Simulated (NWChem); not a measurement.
SiHI, singlet; SMILES [SiH]I

Low-valent species are run as closed-shell singlets; no triplet was tried in these runs. def2 effective core potentials on I; no spin-orbit coupling.

**Question.** Give the equilibrium geometry at PBE0-D3(BJ)/def2-TZVP with def2 effective core potentials on I (NWChem) as a Z-matrix, with the point group.

**Answer.** point group Cs; any orientation.
```
Si
H 1 1.5258
I 1 2.4619 2 93.03
```
